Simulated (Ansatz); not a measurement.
`[SiH3][S][GaH][SiH3]` + `O[AsH2]` → `[SiH3]O[AsH2]` + `[SiH3][GaH][SH]` at 700 K and 1 bar (ligand exchange at the Si–S bond).

Computed with Ansatz on PBE0-D4/def2-TZVP structures; ΔE is electronic, products minus reactants. CCSD(T)/CBS adds triple-zeta CCSD(T) − MP2 to the extrapolated MP2 energy (def2 sets, frozen cores). For As, Ga outer-core shells are correlated without core-valence functions, which leaves a few kJ/mol of doubt a bond. Scalar relativity is left out up to krypton. Each species was taken in one conformer, which may not be the lowest.

```tsv
species	CCSD(T)/CBS energy (Eh)	H − E (kJ/mol)	S (J/(mol·K))
`[SiH3][S][GaH][SiH3]`	-2904.12965	248.0	553.1
`O[AsH2]`	-2311.97217	115.9	321.3
`[SiH3]O[AsH2]`	-2602.28728	180.9	430.4
`[SiH3][GaH][SH]`	-2613.82650	176.8	452.3
```

H − E and S are ideal-gas, rigid-rotor, harmonic terms from PBE0-D4/def2-TZVP, for one conformer and one mirror image of each species. 1 Eh = 2625.50 kJ/mol, R = 8.31446 J/(mol·K).

Question: By hand: ΔE, ΔH, ΔS and ΔG.

Answer: ΔE = (-2602.28728) + (-2613.82650) − (-2904.12965) − (-2311.97217) = -0.01196 Eh = -31.4 kJ/mol. Δ(H − E) = 180.9 + 176.8 − 248.0 − 115.9 = -6.2, so ΔH = -37.6 kJ/mol. ΔS = 430.4 + 452.3 − 553.1 − 321.3 = 8.3 J/(mol·K). ΔG = -37.6 − 700 × (8.3)/1000 = -43.4 kJ/mol.

Question: By hand: the equilibrium constant, and the temperature at which ΔG would vanish if ΔH and ΔS stayed fixed.

Answer: log₁₀ K = −ΔG/(RT ln 10) = 3.2. ΔH and −TΔS have one sign here, so there is no such temperature.

The number of gas molecules stays the same, so ΔS is small and ΔH decides. A doubt of 5 kJ/mol in ΔE shifts log₁₀ K by 0.4 here. Other conformers and mirror images would add mixing entropy, several J/(mol·K) or more a flexible species. Modes under 60 cm⁻¹, often nearly free rotors, make the harmonic entropy too high. These are equilibria of isolated gas molecules and say nothing of rates. Largest T1 diagnostic: 0.014 (customary marks: 0.02 for closed shells, 0.045 for open ones).

ΔS is within the doubt of such terms, so its sign, and with it that verdict, could turn.
